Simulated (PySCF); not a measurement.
## Telling isomers of C4H11NO2Si3 apart by NMR

No relativistic terms, averaged over atoms made equivalent by symmetry, fast rotation or ring inversion, no solvent model, single conformer. Shielding tensors at PBE0/pcSseg-1 (GIAO); GFN2-xTB structure; PySCF.

Shifts are taken against calculated references (same method and geometry level): ¹H (31.72 ppm), ¹³C (186.93 ppm) vs TMS. Where no couplings were computed, multiplicities follow the n + 1 count of equivalent neighbours, and m marks all less simple cases (inequivalent or close neighbours, rings, F or P nearby). Acid and N–H amide carbonyl carbons lie up to 10 ppm further downfield in solution (hydrogen bonding). Shifts are as computed. Against solution values, carbons near 30 ppm lie about +3 ppm off and those near 130 ppm about +5 ppm. Of 1309 compounds with measured shifts, 239 miss one by over three times the rms of a fit or turn the order of signals round; such compounds aren't used in these exercises. OH and NH positions are gas-phase values without hydrogen bonding to other molecules.

(1) Tabulate the signals of `O=C(O)C#C[SiH2]CN([SiH3])[SiH3]`, `O=C(O)C#CC[SiH2]N([SiH3])[SiH3]`, `O=C(C#CCN([SiH3])[SiH3])[SiH2]O` and their relative energies.

(2) What is the quickest way to tell O=C(O)C#C[SiH2]CN([SiH3])[SiH3] from O=C(C#CCN([SiH3])[SiH3])[SiH2]O?

(3) What is the quickest way to tell O=C(O)C#C[SiH2]CN([SiH3])[SiH3] from O=C(O)C#CC[SiH2]N([SiH3])[SiH3]?

(4) What is the quickest way to tell O=C(O)C#CC[SiH2]N([SiH3])[SiH3] from O=C(C#CCN([SiH3])[SiH3])[SiH2]O?

Answers

(1) 
| SMILES | carbon types | δC | δH | E rel. (kcal/mol) |
| --- | --- | --- | --- | --- |
| O=C(O)C#C[SiH2]CN([SiH3])[SiH3] | 3×C 1×CH2 | 157.3, 103.9, 96.3, 40.6 | 6.35 (br s, 1H), 4.76 (s, 6H), 4.66 (t, 2H), 3.26 (t, 2H) | 22.6 |
| O=C(O)C#CC[SiH2]N([SiH3])[SiH3] | 3×C 1×CH2 | 158.6, 95.1, 77.9, 4.7 | 6.16 (br s, 1H), 4.99 (t, 2H), 4.77 (s, 6H), 2.37 (t, 2H) | 0.0 |
| O=C(C#CCN([SiH3])[SiH3])[SiH2]O | 3×C 1×CH2 | 230.4, 119.3, 89.6, 43.2 | 5.02 (s, 2H), 4.75 (s, 6H), 4.12 (s, 2H), 2.46 (br s, 1H) | 24.1 |

Energies are electronic energies at PBE0/pcSseg-1 on these geometries, without zero-point or thermal terms, each for the one conformer computed, which needn't be the lowest.

(2) Both give the same number of carbon signals, with the same numbers of each carbon type, so the positions decide. The first has a carboxylic acid carbon (C) at 157.3 ppm, the second a carbonyl carbon (C) at 230.4 ppm.

(3) Both give the same number of carbon signals, with the same numbers of each carbon type, so the positions decide. The first has an sp3 CH2 bonded to N and Si at 40.6 ppm, the second a propargylic sp3 CH2 bonded to Si at 4.7 ppm. Their most deshielded carbons lie at 157.3 and 158.6 ppm.

(4) Both give the same number of carbon signals, with the same numbers of each carbon type, so the positions decide. The first has a carboxylic acid carbon (C) at 158.6 ppm, the second a carbonyl carbon (C) at 230.4 ppm.
